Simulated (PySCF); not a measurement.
BeBrHO. Atoms are numbered in the order given.

```xyz
4

Be    -0.0144    -1.1597     0.0000
Br     0.0040     0.8114     0.0000
O     -0.0839    -2.5651     0.0000
H      0.5875    -3.2388     0.0000
```

Coordinates come from a PBE0-D3(BJ)/def2-TZVP optimisation. Other conformers were not sampled.

Vertical ionisation energy (IE) and electron affinity (EA) in eV. Rows of orbital energies are one-electron estimates. Where ΔSCF, EOM or ADC give a negative EA the extra electron is unbound and the value depends on the basis.

```tsv
level	IE	EA
−ε(HOMO), −ε(LUMO), PBE/def2-TZVPD (PySCF)	___	___
−ε(HOMO), −ε(LUMO), PBE0/def2-TZVPD (PySCF)	8.65	0.66
```

Task: Fill in the missing entries. (An estimate is asked for; the answer gives what the named calculation found.)

Result: 
- −ε(HOMO), −ε(LUMO), PBE/def2-TZVPD (PySCF), IE: 7.34
- −ε(HOMO), −ε(LUMO), PBE/def2-TZVPD (PySCF), EA: 1.31
